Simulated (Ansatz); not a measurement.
The cluster Sr₄Te₄⁺. The state is a doublet with charge 1. Geometry PBE-D4/def2-SVP.

```xyz
8

Sr    2.608   -0.252   -0.485
Sr   -0.417   -0.818    2.506
Sr   -0.770    2.541   -0.309
Sr   -1.419   -1.471   -1.713
Te    1.446    1.655    1.781
Te    0.557    0.839   -2.645
Te   -2.747    0.231    0.625
Te    0.743   -2.723    0.240
```

In the def2 sets Sr, Te take a core potential; there is no spin–orbit coupling. At PBE-D4/def2-TZVP, r2SCAN-D4/def2-TZVP the gap within one spin of the charge 1 doublet nearly closes, so an electron or hole may be smeared out by delocalisation error. Another isomer (doublet) lies 0.34 eV lower at PBE0-D4/def2-TZVP; other spin states weren't run for this one.

(1) Estimate the α-spin orbital energies around the gap (eV) in Ansatz with PBE-D4/def2-TZVP, r2SCAN-D4/def2-TZVP, PBE0-D4/def2-TZVP.

Results:

(1) 
```
orbital  PBE-D4/def2-TZVP  r2SCAN-D4/def2-TZVP  PBE0-D4/def2-TZVP
 HOMO−5             -7.97                -8.15              -8.86
 HOMO−4             -7.97                -8.15              -8.86
 HOMO−3             -7.92                -8.12              -8.82
 HOMO−2             -7.90                -8.08              -8.77
 HOMO−1             -7.89                -8.07              -8.77
   HOMO             -7.86                -8.04              -8.74
   LUMO             -4.93                -4.46              -4.34
 LUMO+1             -4.37                -3.96              -3.76
 LUMO+2             -4.36                -3.86              -3.76
 LUMO+3             -4.33                -3.80              -3.73
 LUMO+4             -4.29                -3.77              -3.53
 LUMO+5             -4.23                -3.76              -3.48
 β HOMO             -7.68                -7.78              -8.28
 β LUMO             -7.64                -7.70              -7.36
```
